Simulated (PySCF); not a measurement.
## Adding and removing an electron: NiH

PBE0; Ni def2-TZVPPD, H def2-TZVPPD; no relativity (PySCF 2.14). Neutral (UKS): doublet (δ ↑), Re = 1.473 Å, ωe = 1930 cm⁻¹, HOMO -5.87 eV, LUMO -1.93 eV.

NiH⁺ (UKS): triplet (σ ↑, δ ↑), Re = 1.479 Å, ωe = 1992 cm⁻¹. The energies at the minima are -1508.64013 hartree for NiH and -1508.32836 for NiH⁺.

(1) Work out the adiabatic ionisation energy, without and with harmonic zero-point energies (1 hartree = 27.2114 eV, 1 eV = 8065.5 cm⁻¹), and the change of the bond length.

De is left out where the level can put another filling of the metal’s s and d shells below the measured ground configuration, by anything from nothing to about 1 eV. With d or f electrons several states lie close, and the lowest PBE0 determinant need not be the measured ground state.

## Answers

(1) At PBE0: 0.31177 hartree = 8.484 eV between the minima; the zero-point term (1992.0 − 1930.0)/2 cm⁻¹ = +0.004 eV makes it 8.488 eV. Re changes by +0.6 pm against the neutral. The electron leaves a σ orbital, and the small change of length marks it as nearly non-bonding.
